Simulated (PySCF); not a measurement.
PySCF input for C2H6F2Si, SMILES C[C@@H](F)[SiH2]F, PBE-D3(BJ)/def2-SVP. Geometry optimised at PBE-D3(BJ)/def2-SVP. The structure was generated by enumeration; whether it is a known compound was not checked. Other conformers were not sampled.

```python
import numpy as np
from pyscf import gto, scf, dft, df
from pyscf.hessian import thermo

mol = gto.M(
    atom='''
    C    -1.98627205    0.50066791    0.52932879
    C    -0.81626524    0.10054789   -0.35677407
    F    -0.43864753    1.19306081   -1.16149279
    Si    0.72634296   -0.42578550    0.63169629
    F     1.88328910   -0.96492274   -0.39897660
    H    -2.34715088   -0.36604989    1.11988407
    H    -2.82895428    0.86950619   -0.09010225
    H    -1.70311466    1.30953722    1.23380181
    H    -1.12342514   -0.72674100   -1.03954130
    H     1.26375548    0.76349707    1.37116088
    H     0.38353781   -1.54928991    1.56994485
    ''',
    basis='def2-SVP',
    charge=0,
    spin=0,
    max_memory=1600,
    verbose=3,
)
mf = dft.RKS(mol, xc='pbe').density_fit(auxbasis='def2-universal-jkfit')
mf.disp = 'd3bj'
mf.grids.level = 3
mf.conv_tol = 1e-11
mf.max_cycle = 100
mf.kernel()

# [left out here: the lines that compute and print the analytic Hessian (its translational invariance restored by hand, since the grid's response is missing), thermochemistry and intensities]
```

Output:

```
converged SCF energy = -568.29008908029

WARN: DFTD3 does not support analytical Hessian, using finite difference


WARN: Mole.unit (angstrom) is changed to Bohr

Mode                                 0                   1                   2
Irrep
Freq [cm^-1]                       70.9786            130.2891            208.8119
Reduced mass [au]                   4.1488              5.4927              1.2013
Force const [Dyne/A]                0.0123              0.0549              0.0309
Char temp [K]                     102.1224            187.4570            300.4339
Normal mode                   x     y     z       x     y     z       x     y     z
       0   C                 0.02  0.09  0.03   -0.08  0.00 -0.07    0.01  0.00  0.03
       1   C                -0.02 -0.02  0.02    0.01 -0.03  0.06   -0.04 -0.04 -0.01
       2   F                 0.03 -0.08 -0.03    0.09 -0.05  0.05    0.04 -0.04  0.02
       3  Si                -0.04 -0.07  0.01    0.03  0.02  0.04   -0.02  0.03 -0.03
       4   F                 0.03  0.13 -0.02   -0.09  0.03 -0.10    0.01  0.01  0.01
       5   H                -0.01  0.15  0.09   -0.12  0.02 -0.06   -0.31 -0.11 -0.33
       6   H                 0.03  0.11  0.04   -0.02 -0.04 -0.17    0.19  0.47  0.06
       7   H                 0.09  0.11 -0.02   -0.16  0.04 -0.08    0.15 -0.33  0.35
       8   H                -0.09 -0.03  0.06    0.07 -0.05  0.06   -0.10  0.01 -0.04
       9   H                -0.12 -0.13  0.17    0.08  0.04 -0.03   -0.09  0.14 -0.16
      10   H                -0.01 -0.20 -0.14    0.15  0.03  0.09    0.09  0.10  0.09
Mode                                 3                   4                   5
Irrep
Freq [cm^-1]                      269.3471            277.0801            408.7418
Reduced mass [au]                   2.7665              2.9165              2.9772
Force const [Dyne/A]                0.1183              0.1319              0.2931
[...]
       7   H                 0.03  0.03 -0.05    0.18 -0.04 -0.03    0.10 -0.02 -0.03
       8   H                 0.13 -0.11  0.11   -0.08 -0.00 -0.17   -0.02 -0.01 -0.08
       9   H                 0.10 -0.18  0.24   -0.04 -0.15  0.42    0.63 -0.19 -0.16
      10   H                -0.39 -0.07 -0.36    0.06 -0.21 -0.26   -0.50  0.29  0.20
Mode                                 9                  10                  11
Irrep
Freq [cm^-1]                      832.9485            864.6282            897.4455
Reduced mass [au]                   2.1177              2.1729              1.3253
Force const [Dyne/A]                0.8657              0.9571              0.6289
Char temp [K]                    1198.4274           1244.0075           1291.2243
Normal mode                   x     y     z       x     y     z       x     y     z
       0   C                -0.01 -0.00  0.02   -0.07 -0.05  0.08   -0.02 -0.04  0.03
       1   C                 0.01 -0.00  0.00    0.04 -0.09  0.02    0.02 -0.02  0.02
       2   F                 0.00  0.00 -0.00    0.03  0.07 -0.06    0.01  0.03 -0.03
       3  Si                -0.03  0.02  0.06    0.04 -0.02 -0.01   -0.06  0.02 -0.02
       4   F                 0.09 -0.04 -0.11   -0.04  0.02  0.03    0.04 -0.02 -0.02
       5   H                -0.05  0.01  0.01   -0.37  0.20  0.26   -0.18  0.11  0.14
       6   H                 0.02 -0.02 -0.04    0.11  0.08 -0.08    0.09  0.06 -0.06
       7   H                -0.05  0.03  0.01    0.04  0.08 -0.11    0.08  0.03 -0.08
       8   H                -0.03  0.01  0.00    0.09 -0.03 -0.06    0.19 -0.06  0.00
       9   H                -0.42  0.15  0.12   -0.14  0.13 -0.14    0.18 -0.32  0.37
      10   H                -0.42  0.19  0.12   -0.21 -0.01 -0.10    0.43  0.17  0.36
Mode                                12                  13                  14
Irrep
Freq [cm^-1]                      917.3425            971.0363           1051.0881
Reduced mass [au]                   1.3749              1.3639              3.8772
Force const [Dyne/A]                0.6817              0.7577              2.5237
Char temp [K]                    1319.8516           1397.1050           1512.2818
Normal mode                   x     y     z       x     y     z       x     y     z
       0   C                -0.03 -0.02 -0.01    0.07 -0.01  0.05    0.04 -0.01 -0.09
       1   C                 0.02  0.02  0.02   -0.05 -0.06 -0.02   -0.11 -0.08  0.16
       2   F                 0.00  0.00 -0.01    0.01  0.03 -0.02    0.02  0.07 -0.05
       3  Si                -0.06  0.02  0.05   -0.03  0.02  0.04    0.00 -0.00 -0.00
       4   F                 0.05 -0.02 -0.03    0.02 -0.01 -0.02    0.01 -0.00 -0.00
       5   H                -0.01  0.05  0.10   -0.13 -0.03 -0.10    0.21 -0.08 -0.08
       6   H                -0.08  0.13  0.15    0.26 -0.20 -0.32   -0.04  0.00  0.05
       7   H                 0.20 -0.05 -0.06   -0.29  0.12  0.03    0.22 -0.12 -0.04
       8   H                 0.33 -0.10  0.02   -0.45  0.10 -0.01   -0.07 -0.12  0.20
       9   H                 0.24  0.16 -0.41    0.28 -0.03 -0.12   -0.03 -0.01  0.02
      10   H                 0.15 -0.34 -0.32    0.10 -0.18 -0.16   -0.07  0.04  0.02
Mode                                15                  16                  17
Irrep
Freq [cm^-1]                     1100.6647           1228.7116           1287.2860
Reduced mass [au]                   2.2311              1.5637              1.1618
Force const [Dyne/A]                1.5925              1.3909              1.1343
Char temp [K]                    1583.6115           1767.8424           1852.1179
Normal mode                   x     y     z       x     y     z       x     y     z
       0   C                 0.04 -0.12 -0.03    0.06  0.01  0.06   -0.00 -0.04 -0.02
       1   C                -0.08  0.15  0.03   -0.14  0.04 -0.06    0.04  0.04 -0.07
       2   F                 0.00 -0.04  0.01    0.01  0.00  0.01    0.01  0.02  0.02
       3  Si                 0.01 -0.00  0.00    0.02 -0.01 -0.00    0.00 -0.00  0.00
       4   F                -0.00  0.00  0.00   -0.00  0.00  0.00   -0.00  0.00  0.00
       5   H                -0.15  0.10  0.16   -0.11 -0.06 -0.16   -0.12  0.09  0.09
       6   H                 0.23  0.13 -0.14    0.14 -0.13 -0.15   -0.07  0.12  0.15
       7   H                 0.27  0.03 -0.29   -0.12  0.14 -0.03   -0.02  0.00 -0.06
       8   H                -0.15  0.25 -0.05    0.54 -0.39  0.15   -0.38 -0.43  0.66
       9   H                -0.03  0.03 -0.00   -0.06  0.04 -0.01   -0.01  0.01 -0.00
      10   H                -0.03 -0.00 -0.01   -0.04  0.01  0.02    0.03  0.00  0.01
Mode                                18                  19                  20
Irrep
Freq [cm^-1]                     1336.1825           1399.8792           1426.8398
Reduced mass [au]                   1.2919              1.0470              1.0492
Force const [Dyne/A]                1.3589              1.2089              1.2585
Char temp [K]                    1922.4692           2014.1144           2052.9048
Normal mode                   x     y     z       x     y     z       x     y     z
       0   C                 0.11 -0.02 -0.07    0.02  0.01  0.04   -0.02  0.05 -0.01
       1   C                -0.03  0.01  0.03    0.03 -0.00  0.02    0.00  0.03 -0.02
       2   F                -0.00 -0.00 -0.00   -0.00 -0.00 -0.00    0.00 -0.00  0.00
       3  Si                 0.00  0.00 -0.00   -0.00  0.00 -0.00    0.00 -0.00  0.00
       4   F                 0.00 -0.00  0.00    0.00 -0.00 -0.00   -0.00  0.00 -0.00
       5   H                -0.43  0.34  0.14   -0.39 -0.20 -0.52   -0.21  0.18  0.10
       6   H                -0.26 -0.09  0.38   -0.27 -0.24  0.26   -0.08 -0.58 -0.27
       7   H                -0.39 -0.07  0.19    0.28  0.26 -0.37    0.45 -0.39  0.29
       8   H                 0.08  0.09 -0.11   -0.08  0.07 -0.01   -0.04 -0.03  0.07
       9   H                -0.00 -0.01  0.01    0.00 -0.00  0.00    0.00  0.01 -0.00
      10   H                -0.00  0.01  0.00    0.01  0.01 -0.00    0.00 -0.00 -0.00
Mode                                21                  22                  23
Irrep
Freq [cm^-1]                     2169.3389           2193.1645           2948.0355
Reduced mass [au]                   1.0346              1.0483              1.0843
Force const [Dyne/A]                2.8687              2.9707              5.5520
Char temp [K]                    3121.1957           3155.4754           4241.5667
Normal mode                   x     y     z       x     y     z       x     y     z
       0   C                -0.00 -0.00 -0.00   -0.00  0.00 -0.00   -0.00 -0.00 -0.00
       1   C                 0.00 -0.00  0.00   -0.00 -0.00  0.00    0.02  0.06  0.05
       2   F                -0.00  0.00 -0.00    0.00  0.00 -0.00    0.00  0.00 -0.00
       3  Si                 0.00  0.02 -0.03   -0.01 -0.03 -0.01   -0.00  0.00  0.00
       4   F                -0.00  0.00 -0.00   -0.00 -0.00 -0.00    0.00 -0.00 -0.00
       5   H                -0.00  0.00 -0.00    0.00 -0.00  0.00    0.01  0.03 -0.02
       6   H                -0.00  0.00  0.01   -0.00  0.00  0.00    0.03 -0.02  0.02
       7   H                -0.00 -0.00 -0.00   -0.00 -0.00 -0.00    0.01  0.03  0.03
       8   H                -0.00  0.01  0.00   -0.01 -0.00 -0.01   -0.27 -0.70 -0.60
       9   H                 0.10  0.24  0.13    0.34  0.74  0.46   -0.00 -0.00 -0.00
      10   H                -0.21 -0.71  0.58    0.06  0.21 -0.18    0.00 -0.00  0.00
Mode                                24                  25                  26
Irrep
Freq [cm^-1]                     2970.1037           3061.4806           3067.9248
Reduced mass [au]                   1.0361              1.1044              1.1029
Force const [Dyne/A]                5.3850              6.0985              6.1161
Char temp [K]                    4273.3179           4404.7889           4414.0608
Normal mode                   x     y     z       x     y     z       x     y     z
       0   C                 0.04 -0.02 -0.03    0.06  0.03  0.06   -0.00 -0.08  0.04
       1   C                -0.00  0.00  0.00    0.00  0.00  0.00   -0.00 -0.00 -0.00
       2   F                -0.00  0.00 -0.00   -0.00 -0.00 -0.00    0.00  0.00 -0.00
       3  Si                -0.00  0.00 -0.00   -0.00  0.00  0.00   -0.00 -0.00  0.00
       4   F                 0.00 -0.00  0.00    0.00 -0.00 -0.00    0.00  0.00 -0.00
       5   H                -0.17 -0.43  0.29   -0.01 -0.04  0.04    0.26  0.61 -0.42
       6   H                -0.42  0.18 -0.33   -0.49  0.23 -0.37   -0.32  0.12 -0.23
       7   H                 0.16  0.43  0.37   -0.17 -0.50 -0.42    0.09  0.23  0.22
       8   H                -0.00 -0.01 -0.01   -0.02 -0.05 -0.04    0.01  0.02  0.02
       9   H                 0.00  0.00  0.00   -0.00 -0.00 -0.00    0.00  0.00  0.00
      10   H                -0.00 -0.00  0.00   -0.00 -0.00  0.00    0.00  0.00 -0.00
temperature 298.1500 [K]
pressure 101325.00 [Pa]
Rotational constants [GHz] 6.61308 2.42607 1.94909
Symmetry number 1
Zero-point energy (ZPE) 0.07529 [Eh]   197663.546 [J/mol]
                           tot       elec      trans        rot        vib
Entropy [J/mol/K]       341.699      0.000    165.691    111.850     64.159
Cv [J/mol/K]             97.030      0.000     12.472     12.472     72.087
Cp [J/mol/K]            105.345      0.000     20.786     12.472     72.087
Internal energy [J/mol]                      3718.434   3718.434 208225.851
Internal energy [Eh]   -568.20795  -568.29009
Enthalpy [J/mol]                             6197.391   3718.434 208225.851
Enthalpy [Eh]          -568.20700
Gibbs free energy [J/mol]                  -43203.281 -29629.688 189096.975
Gibbs free energy [Eh] -568.24581
mode   freq/cm-1   IR/(km/mol)
   1       70.98         0.984
   2      130.29         1.304
   3      208.81         2.054
   4      269.35         1.122
   5      277.08        10.361
   6      408.74         7.890
   7      552.51        33.932
   8      680.34        39.062
   9      724.56         2.504
  10      832.95        19.525
  11      864.63        56.579
  12      897.45       144.802
  13      917.34       102.179
  14      971.04        78.228
  15     1051.09        46.783
  16     1100.66         8.802
  17     1228.71         5.936
  18     1287.29         2.913
  19     1336.18        10.162
  20     1399.88         6.410
  21     1426.84         5.135
  22     2169.34        95.184
  23     2193.16       110.005
  24     2948.04        20.531
  25     2970.10         9.935
  26     3061.48         9.888
  27     3067.92         8.938
max |gradient| / (hartree/bohr): 0.00024259848543677556
APT charges: [-3.2700e-02  2.9700e-01 -4.8380e-01  1.3552e+00 -5.9100e-01  2.1100e-02
 -1.3000e-03  7.5000e-03 -5.0300e-02 -2.5300e-01 -2.6880e-01]
```

The run converged.
